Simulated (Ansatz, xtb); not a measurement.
Reaction R1 + R2 → P1 + P2, each structure at its B3LYP-D3(BJ)/def2-TZVP stationary point, reached from a drawn start (curvature not checked).
R1: Cl2MoO2 (SMILES [O]=[Mo](=[O])([Cl])[Cl]), charge 0, multiplicity 1.
P1: ClHMoO2 (SMILES [O]=[MoH](=[O])[Cl]), charge 0, multiplicity 1.
R2, H2 (SMILES [H][H]) (charge 0, multiplicity 1):
```xyz
2

H      0.000     0.000     0.372
H      0.000     0.000    -0.372
```
P2, HCl (SMILES Cl) (charge 0, multiplicity 1):
```tsv
atom	x (Å)	y (Å)	z (Å)
Cl	0.0000	0.0000	0.6410
H	0.0000	0.0000	-0.6410
```

P less R. No zero-point or thermal terms; no spin–orbit coupling.

Correlated levels freeze the cores.

Codes used: Ansatz (a first-principles code); xtb for the GFN methods. Each number belongs to the level named beside it. Elements past Kr take the def2 small-core potentials, without spin–orbit coupling.

Q: One of these levels gives 144.0 kJ/mol for the reaction energy. Name it.
A. MP2/def2-TZVPP
B. SCS-MP2/def2-QZVPP
C. GFN2-xTB
D. BLYP/def2-TZVPP

A: A, MP2/def2-TZVPP. The others give -65.2 (GFN2-xTB), 119.1 (BLYP/def2-TZVPP), 132.0 (SCS-MP2/def2-QZVPP)
